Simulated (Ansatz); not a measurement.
Basis-set extrapolation for CH$_{5}$FO$_{2}$Si$_{2}$ (PBE0-D4/def2-TZVP geometry, frozen core, Ansatz 0.2.0). Multiplicity 1, RHF reference.

|  | def2-TZVPP | def2-QZVPP |
| --- | --- | --- |
| HF | -868.176332 | -868.209299 |
| MP2 correlation | -1.115226 | -1.207406 |
| CCSD(T) correlation | -1.190775 | not run |

Energies in hartree. Use E(X) = E(∞) + A·exp(−7.88·√X) for Hartree–Fock and E(X) = E(∞) + B·X^(−2.97) for correlation, with X = 3 and 4, and add CCSD(T) minus MP2 of the smaller set to the MP2 limit.

What is the CCSD(T) energy at the basis-set limit?

HF limit: -868.209299 + (-0.032967) × 0.13774 = -868.21384. MP2 limit: -1.207406 + (-0.092180) × 0.74074 = -1.27569. Higher-order term: -1.190775 − (-1.115226) = -0.07555. Total: -869.56508 hartree, 124.2 kcal/mol below CCSD(T)/def2-TZVPP.
